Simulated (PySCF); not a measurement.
**Electronic structure of P²⁺ (phosphorus, charge +2) at the UHF level**

Configuration: [Ne] 3s1 3p2, high-spin 4P determinant (an excited configuration). Computed with PySCF 2.14 in aug-cc-pV(Q+d)Z (7s6p5d3f2g, 89 functions), with no relativity, point nucleus.

| Item | Value |
| --- | --- |
| Total energy | -339.451019 hartree |
| One-electron energy | -458.4887 hartree |
| Hartree (Coulomb) energy | 141.1999 hartree |
| Exchange energy | -22.1622 hartree |
| Kinetic energy | 339.41376 hartree |
| ⟨S²⟩ | 3.7500 |
| ⟨L²⟩ | 2.016 |
| Sum of ⟨r⟩ | 9.764 bohr |
| Sum of ⟨r²⟩ | 14.57 bohr² |
| Traceless quadrupole moment −½Σ⟨3z² − r²⟩ along its main axis | 1.92 e·bohr² |
| Density at the nucleus (Gaussians lack the cusp) | 2160 bohr⁻³ |
| Spin density at the nucleus | 7.10 bohr⁻³ |
| Langevin diamagnetic susceptibility | -11.5 ×10⁻⁶ cm³/mol |

| shell | electrons | mean orbital energy (hartree) | spread (hartree) | rms radius, mean of both spins (bohr) |
| --- | --- | --- | --- | --- |
| 1s α | 1 | -80.92057 | 0 | 0.120 |
| 1s β | 1 | -80.88219 | 0 | 0.120 |
| 2s α | 1 | -8.44249 | 0 | 0.562 |
| 2s β | 1 | -8.38193 | 0 | 0.562 |
| 2p α | 3 | -6.33816 | 0.01838 | 0.539 |
| 2p β | 3 | -6.28391 | 0.02625 | 0.539 |
| 3s α | 1 | -1.60190 | 0 | 1.86 |
| 3p α | 2 | -1.15904 | 0 | 2.09 |

Spin-orbit constants ζ (cm⁻¹) from the X2C one-electron operator on these orbitals (non-relativistic here): bare nucleus, nucleus screened by l(l+1)(2l+1)/3 electrons, and screened by the Breit-Pauli mean field of the electrons.

| shell | bare | screened nucleus | mean field |
| --- | --- | --- | --- |
| 2p | 5409 | 4688 | 4360 |
| 3p | 431.5 | 373.9 | 343.8 |

To first order the Landé constant is A = 114.6 cm⁻¹, so the lowest level has J = 1/2 and lies 0.0355 eV below the centre of the term. This holds in LS coupling only.
